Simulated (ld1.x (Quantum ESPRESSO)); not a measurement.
rhodium (Rh) PAW: all-electron and pseudo phase curves

rhodium, PAW, made with ld1.x (Quantum ESPRESSO) 7.5 (PBEsol, fully relativistic). Core [Kr], reference 4d6 5s0 5p0 (charge +3). Waves: 5s (bound, empty): rcut 1.70, rcutus 1.90 bohr; 5s channel at -1.8 Ry: rcut 1.70, rcutus 1.90 bohr; 5p (bound, empty): rcut 1.80, rcutus 2.10 bohr; 5p channel at -1.05 Ry: rcut 1.80, rcutus 2.10 bohr; 4d (bound): rcut 1.05, rcutus 1.30 bohr; 4d channel at -2.5 Ry: rcut 1.05, rcutus 1.30 bohr. Local part: all-electron potential smoothed inside 1.00 bohr (lloc = -1). Core correction: a·sin(br)/r model core inside 0.95 bohr. Augmentation charge: PSQ, inside the norm-conserving radii.

Open shells are filled in proportion to 2j + 1 (rel_dist='average').

The phase is arctan(r·u′/u) with u = r·R(r), unwrapped; energies in Ry, scanned from -5 to 5 Ry. A pole is an energy at which the radial function vanishes at the test radius. The pseudo phase is shifted by a multiple of π to meet the all-electron one at the reference energy, and phase errors are pseudo minus all-electron; the curves can meet again beyond the range given. Levels narrower than the energy grid can be missing from the lists of poles.

| channel | radius (bohr) | reference energy (Ry) | poles, all-electron | poles, pseudo | unbroken range about the reference energy with phases within 0.05 rad | phase error 1 Ry above the reference energy (rad) |
| --- | --- | --- | --- | --- | --- | --- |
| s | 2.31 | -2.17 | 1.18 | 0.86 | below 2.5 | -0.007 |
| p1/2 | 2.31 | -1.68 | 2.52 | 2.39 | below 4.0 | -0.000 |
| p3/2 | 2.31 | -1.64 | 2.79 | 2.63 | below 4.1 | -0.000 |
| d3/2 | 2.31 | -2.92 | -2.51 | -2.51 | the whole range | -0.000 |
| d5/2 | 2.31 | -2.89 | -2.46 | -2.46 | the whole range | -0.000 |

The ghost test of this file was not conclusive.

Phases in the p1/2 channel:

| E (Ry) | all-electron | pseudo |
| --- | --- | --- |
| -5.00 | 1.332 | 1.327 |
| -4.74 | 1.316 | 1.312 |
| -4.48 | 1.299 | 1.296 |
| -4.22 | 1.280 | 1.278 |
| -3.96 | 1.259 | 1.257 |
| -3.70 | 1.234 | 1.233 |
| -3.44 | 1.204 | 1.203 |
| -3.18 | 1.167 | 1.167 |
| -2.92 | 1.121 | 1.121 |
| -2.66 | 1.061 | 1.061 |
| -2.40 | 0.980 | 0.979 |
| -2.14 | 0.864 | 0.864 |
| -1.88 | 0.692 | 0.692 |
| -1.62 | 0.431 | 0.431 |
| -1.36 | 0.058 | 0.058 |
| -1.10 | -0.366 | -0.366 |
| -0.84 | -0.719 | -0.719 |
| -0.58 | -0.960 | -0.960 |
| -0.32 | -1.119 | -1.119 |
| -0.06 | -1.227 | -1.228 |
| 0.20 | -1.304 | -1.305 |
| 0.46 | -1.362 | -1.363 |
| 0.72 | -1.407 | -1.408 |
| 0.98 | -1.443 | -1.444 |
| 1.24 | -1.472 | -1.475 |
| 1.50 | -1.498 | -1.500 |
| 1.76 | -1.519 | -1.523 |
| 2.02 | -1.538 | -1.544 |
| 2.28 | -1.556 | -1.563 |
| 2.54 | -1.572 | -1.581 |
| 2.80 | -1.587 | -1.599 |
| 3.06 | -1.601 | -1.617 |
| 3.32 | -1.615 | -1.636 |
| 3.58 | -1.628 | -1.657 |
| 3.84 | -1.641 | -1.682 |
| 4.10 | -1.655 | -1.713 |
| 4.36 | -1.669 | -1.758 |
| 4.62 | -1.684 | -1.829 |
| 4.88 | -1.700 | -1.977 |
